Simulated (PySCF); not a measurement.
# Working out the excitation energy of Ga⁺

Ga⁺ [Ar] 3d10 4s2 (1S) → Ga⁺ [Ar] 3d10 4s1 4p1 (3P). All numbers are calculated (PySCF 2.14, scalar relativity through the core potential, in aug-cc-pVDZ-PP with ECP10MDF (5s4p3d, 32 functions)). Frozen: 3s2 3p6 3d10. Energies in hartree (1 hartree = 27.21139 eV):

```csv
part,Ga⁺ (lower),Ga⁺ (upper)
UHF,-258.088334,-257.917527
CCSD correlation,-0.035418,-0.003363
(T),0.000000,0.000000
```

Task: What does Hartree-Fock give?

Result: (-257.917527) − (-258.088334) = 0.170807 hartree = 4.648 eV.

Task: What do CCSD and CCSD(T) give?

Result: The CCSD correlation energies differ by 0.032055 hartree = 0.872 eV and the triples by 0.000000 hartree = 0.000 eV, so CCSD gives 5.520 eV and CCSD(T) 5.520 eV.

Measured between the centres of the two terms (NIST): 5.986 eV, so CCSD(T) (valence) is off by -0.466 eV.

A double-zeta basis recovers only part of the correlation energy.

What remains against the reference includes basis incompleteness, the frozen core and higher excitations.
